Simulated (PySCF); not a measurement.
# Relaxation of singlet HZrN

These are results of PySCF, PBE0, basis Zr def2-TZVP with ECP28, N def2-TZVP, H def2-TZVP (scalar-relativistic core potentials, no spin–orbit coupling, density fitting), not measurements. A (50,194) grid was used.

A hand-made bent start, of Cs symmetry, held to at least that symmetry:

```xyz
3
charge 0 multiplicity 1, angstrom
Zr    0.1898    0.0000   -0.1534
N    -1.3420    0.0000    0.9192
H     1.7134    0.0000    0.9135
```

Task: What forces act on the atoms at the start (eV/Å)?

Result: 
```json
{"atom": "Zr1", "Fx": "-5.10", "Fy": "0.00", "Fz": "3.08"}
{"atom": "N2", "Fx": "4.99", "Fy": "0.00", "Fz": "-3.33"}
{"atom": "H3", "Fx": "0.11", "Fy": "0.00", "Fz": "0.25"}
```

Task: What does it relax to?

Result: It ends at Cs with Zr–H 1.897 Å, Zr–N 1.691 Å; H–Zr–N 106.0°. No frequency check is given, so it may be a saddle point. Other isomers or separated fragments may lie lower.

Task: How much energy is released, and in how many steps?

Result: 60.7 kJ/mol in 5 steps.
